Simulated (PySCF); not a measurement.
**Bonding in `C=C(C)[P+](C)(C)/C=C\C`**

Species: C8H16P (charge +1).
SMILES with atom numbers: `[CH2:1]=[C:2]([CH3:3])[P+:4]([CH3:5])([CH3:6])/[CH:7]=[CH:8]\[CH3:9]` (hydrogens: H10, H11 on C1; H12, H13, H14 on C3; H15, H16, H17 on C5; H18, H19, H20 on C6; H21 on C7; H22 on C8; H23, H24, H25 on C9)

Geometry (GFN2-xTB, Å), atoms numbered from 1 in this order:
```xyz
25
C8H16P angstrom
C      1.3340   -1.6060   -0.6671
C      1.3239   -0.4735    0.0231
C      2.4028   -0.0114    0.9472
P     -0.0652    0.6799   -0.1947
C     -0.4075    1.5707    1.3499
C      0.4280    1.9227   -1.4162
C     -1.5505   -0.0827   -0.8504
C     -2.2121   -1.0919   -0.2859
C     -1.8356   -1.7888    0.9617
H      2.1578   -2.2966   -0.5991
H      0.5204   -1.8891   -1.3153
H      2.7434    0.9893    0.6810
H      2.0460    0.0180    1.9767
H      3.2520   -0.6878    0.9011
H      0.4628    2.1607    1.6349
H     -1.2525    2.2377    1.1795
H     -0.6588    0.8794    2.1519
H      0.6373    1.4334   -2.3673
H     -0.3820    2.6406   -1.5471
H      1.3216    2.4475   -1.0799
H     -1.8969    0.3684   -1.7716
H     -3.1126   -1.4525   -0.7678
H     -1.7577   -2.8595    0.7764
H     -0.8889   -1.4264    1.3601
H     -2.6205   -1.6580    1.7067
```

Bond orders from the PBE0/pcSseg-1 density (PySCF). Geometry: GFN2-xTB, one conformer, isolated ion.

(1) How far do the computed orders between heavy atoms stray from the drawn ones?

(2) Set the Mayer orders of the bonds between heavy atoms beside their lengths.

## Answers

(1) The largest departure is 0.137, at C7–C8 (drawn double, 1.863).

(2) 
```tsv
bond	drawn as	length (Å)	Mayer order
C1–C2	double	1.326	1.940
C2–C3	single	1.494	1.017
C2–P4	single	1.819	0.910
P4–C5	single	1.816	1.066
P4–C6	single	1.811	1.080
P4–C7	single	1.794	0.986
C7–C8	double	1.332	1.863
C8–C9	single	1.478	1.095
```

Bonds between the same two heavy elements. C–C: lowest C2–C3 (1.017, 1.494 Å), highest C1–C2 (1.940, 1.326 Å). C–P: lowest C2–P4 (0.910, 1.819 Å), highest P4–C6 (1.080, 1.811 Å); in 2 of the 6 pairs the longer bond (by over 0.003 Å) has the higher order (by 0.02 or more).

Q: And the bonds to hydrogen?

A: C–H: 0.92 to 0.95 (16 bonds).

Q: Sum the orders of all bonds at each heavy atom with more than one neighbour and set the sums beside the valence in the SMILES.

A: C1 3.816 (drawn 4), C2 3.867 (drawn 4), C3 3.843 (drawn 4), P4 4.042 (drawn 4), C5 3.833 (drawn 4), C6 3.856 (drawn 4), C7 3.778 (drawn 4), C8 3.898 (drawn 4), C9 3.891 (drawn 4). Orders between atoms that aren't bonded are not in these sums.

Mayer orders depend on the basis set.

The run behind these numbers computed NMR shieldings as well. The run took 65 s (grids of density and orbitals included) on one thread, Arm Neoverse V1 (aarch64), shared host, and the process peaked at 1.1 GiB of memory.
